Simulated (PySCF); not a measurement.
Species: C₅H₅S₂ (doublet state).
Atom-mapped SMILES: `[CH3:1][S:2][c:3]1[cH:4][c:5][cH:6][s:7]1` (hydrogens: H8, H9, H10 on C1; H11 on C4; H12 on C6)

Computed, not measured: PBE0-D3(BJ)/def2-SVP geometry optimisation, gas phase (PySCF).

(1) What internal coordinates does the optimisation give?

Results:

(1) 
| bond | length (Å) |
| --- | --- |
| C1–S2 | 1.815 |
| S2–C3 | 1.751 |
| C3–C4 | 1.381 |
| C4–C5 | 1.408 |
| C5–C6 | 1.354 |
| C6–S7 | 1.733 |
| C3–S7 | 1.736 |
| C1–H8, C1–H9, C1–H10 | 1.099 |
| C4–H11 | 1.090 |
| C6–H12 | 1.089 |

Bonds in one row agree within 0.01 Å and their mean is given. A selection of angles:
| angle | degrees |
| --- | --- |
| S2–C1–H8 | 110.9 |
| S2–C1–H9 | 106.3 |
| H8–C1–H9 | 109.3 |
| C1–S2–C3 | 100.8 |
| S2–C3–C4 | 127.7 |
| S2–C3–S7 | 120.6 |
| C4–C3–S7 | 111.6 |
| C3–C4–C5 | 109.8 |
| C3–C4–H11 | 123.3 |
| C5–C4–H11 | 126.8 |
| C4–C5–C6 | 117.6 |
| C5–C6–S7 | 108.5 |
| C5–C6–H12 | 130.5 |
| S7–C6–H12 | 121.0 |
| C3–S7–C6 | 92.5 |

Torsions: C1–S2–C3–C4 -97° (anticlinal). The mirror-image conformer, all signs reversed, is as good.

C3 (carbon bonded to C and 2 S) is planar (angles 127.7°, 120.6° and 111.6°, sum 360.0°, 0.01 Å off the plane of its three neighbours). The 5-membered ring C3–C4–C5–C6–S7 has internal angles of 92.5° to 117.6° (sum 540°, against 540° for a flat polygon); it is planar, 0.00 Å rms from its mean plane, widest ring torsion 1°. C6 (carbon bonded to C, S and H) is planar (angles 130.5°, 121.0° and 108.5°, sum 360.0°, 0.00 Å off the plane of its three neighbours). The C–S distances run from 1.733 Å (C6–S7, aromatic) to 1.815 Å (C1–S2, drawn single), a spread of 0.082 Å. C4 (carbon bonded to 2 C and H) is planar (angles 126.8°, 123.3° and 109.8°, sum 360.0°, 0.00 Å off the plane of its three neighbours). The 3 C–C bonds span 1.354 Å (C5–C6, aromatic) to 1.408 Å (C4–C5, aromatic), a spread of 0.054 Å.

Point group: C1 (no symmetry element, even within 0.4 Å). PBE0-D3(BJ)/def2-SVP frequencies: not computed here. ⟨S²⟩ = 0.761 (exact for a doublet: 0.75).
